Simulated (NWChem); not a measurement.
System: C$_{2}$H$_{8}$BN; SMILES CCBN

The following NWChem deck was run.

```
start job
memory heap 200 mb stack 900 mb global 1100 mb
geometry units angstroms noautosym nocenter noautoz
  B     -0.384613     0.702747    -0.286475
  H     -1.503474     0.677637    -0.763224
  C      0.504554    -0.601922    -0.265140
  C     -0.222477    -1.844726     0.248233
  H      1.441017    -0.443912     0.300231
  H      0.818732    -0.780130    -1.312364
  H     -1.135508    -2.042804    -0.335626
  H     -0.533347    -1.728045     1.299163
  H      0.406611    -2.747665     0.194223
  N      0.065210     1.923489     0.212308
  H     -0.486401     2.770373     0.183525
  H      0.977739     2.047313     0.633449
end
basis spherical
  * library 6-31g*
end
dft
  xc hfexch
  iterations 150
  mulliken
end
task dft energy
esp
  recalculate
  probe 0.07
  range 0.3
  factor 1.0
  spacing 0.02
end
task esp
```

Parts of the log:

```
             Northwest Computational Chemistry Package (NWChem) 7.3.0
             --------------------------------------------------------

                             Geometry "geometry" -> ""
                             -------------------------

 Output coordinates in angstroms (scale by  1.889725989 to convert to a.u.)

  No.       Tag          Charge          X              Y              Z
 ---- ---------------- ---------- -------------- -------------- --------------
    1 B                    5.0000    -0.38461300     0.70274700    -0.28647500
    2 H                    1.0000    -1.50347400     0.67763700    -0.76322400
    3 C                    6.0000     0.50455400    -0.60192200    -0.26514000
    4 C                    6.0000    -0.22247700    -1.84472600     0.24823300
    5 H                    1.0000     1.44101700    -0.44391200     0.30023100
    6 H                    1.0000     0.81873200    -0.78013000    -1.31236400
    7 H                    1.0000    -1.13550800    -2.04280400    -0.33562600
    8 H                    1.0000    -0.53334700    -1.72804500     1.29916300
    9 H                    1.0000     0.40661100    -2.74766500     0.19422300
   10 N                    7.0000     0.06521000     1.92348900     0.21230800
   11 H                    1.0000    -0.48640100     2.77037300     0.18352500
   12 H                    1.0000     0.97773900     2.04731300     0.63344900

 Effective nuclear repulsion energy (a.u.)     112.7857144108

  xc_inp: hfexch multiplicative factor not found.

                                 NWChem DFT Module
                                 -----------------

 Summary of "ao basis" -> "ao basis" (spherical)
 ------------------------------------------------------------------------------
       Tag                 Description            Shells   Functions and Types
 ---------------- ------------------------------  ------  ---------------------
 B                           6-31g*                  6       14   3s2p1d
 H                           6-31g*                  2        2   2s
 C                           6-31g*                  6       14   3s2p1d
 N                           6-31g*                  6       14   3s2p1d

            General Information
            -------------------
          SCF calculation type: DFT
          Wavefunction type:  closed shell.
          No. of atoms     :    12
          No. of electrons :    32
           Alpha electrons :    16
            Beta electrons :    16
          Charge           :     0
          Spin multiplicity:     1
          Use of symmetry is: off; symmetry adaption is: off
          Maximum number of iterations: 150
          AO basis - number of functions:    72
                     number of shells:    40
          Convergence on energy requested:  1.00D-06
          Convergence on density requested:  1.00D-05
          Convergence on gradient requested:  5.00D-04

              XC Information
              --------------
                     Hartree-Fock (Exact) Exchange  1.000

      Superposition of Atomic Density Guess
      -------------------------------------

 Sum of atomic energies:        -158.12619535

      Non-variational initial energy
      ------------------------------

 Total energy =    -160.596551
 1-e energy   =    -434.028141
 2-e energy   =     160.645876
 HOMO         =      -0.337989
 LUMO         =       0.054276

     ---------------------------------------------
      Total Density - Mulliken Population Analysis
     ---------------------------------------------

[...]

                     NWChem Electrostatic Potential Fit Module
                     -----------------------------------------

 Atom parameters

 Number of atoms is                                   12
 Number of basis functions is                         72

 Grid parameters

 Maximum number of grid points is                  44382
 Number of grid points is                          44381
 Grid range                                     0.300000 nm
 Grid spacing                                   0.020000 nm
 Probe radius                                   0.070000 nm
 Atom radius factor                             1.000000

 Atomic radii

    1    0.100000
    5    0.158000
    6    0.147000
    7    0.140000
 FASTESP  F
  using M.O. file = ./job.movecs

    Atom              Coordinates                           Charge

                                                  ESP

    1 B    -0.038461    0.070275   -0.028648    0.502528
    2 H    -0.150347    0.067764   -0.076322   -0.181042
    3 C     0.050455   -0.060192   -0.026514    0.001855
    4 C    -0.022248   -0.184473    0.024823   -0.067327
    5 H     0.144102   -0.044391    0.030023   -0.016708
    6 H     0.081873   -0.078013   -0.131236   -0.027872
    7 H    -0.113551   -0.204280   -0.033563    0.000931
    8 H    -0.053335   -0.172805    0.129916    0.005224
    9 H     0.040661   -0.274767    0.019422    0.008069
   10 N     0.006521    0.192349    0.021231   -0.970656
   11 H    -0.048640    0.277037    0.018353    0.380223
   12 H     0.097774    0.204731    0.063345    0.364777
                                            ------------
                                                0.000000

 Dipole moment                                  0.645331

 Quadrupole moment Qxx                          0.672780
                   Qyy                         -0.444271
                   Qzz                         -0.228509

 RMS deviation kJ/mol                           0.051429

 RRMS %                                        37.854917
```

Level: Hartree-Fock/6-31G* (spherical d). All runs use the structure optimised with PBE0/def2-SVP.
